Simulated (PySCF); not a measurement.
Sr: excitation energy

Sr [Kr] 5s2 (1S) → Sr [Kr] 4d2 (3F), as a difference of total energies. Calculation: PySCF 2.14, in x2c-TZVPPall; the spin-free X2C one-electron Hamiltonian (Gaussian nucleus). Correlated levels: valence: [Kr] frozen. The calculations carry no spin-orbit coupling.

```json
{"method": "UHF", "excitation energy (eV)": "4.428"}
{"method": "MP2 (valence)", "excitation energy (eV)": "4.804"}
{"method": "SCS-MP2 (valence)", "excitation energy (eV)": "4.986"}
{"method": "CCSD (valence)", "excitation energy (eV)": "4.905"}
```

Question: How much does correlation contribute at MP2 (valence)?

Answer: 4.804 − (4.428) = 0.376 eV, measured against UHF.

With two correlated electrons CCSD is exact in that space.
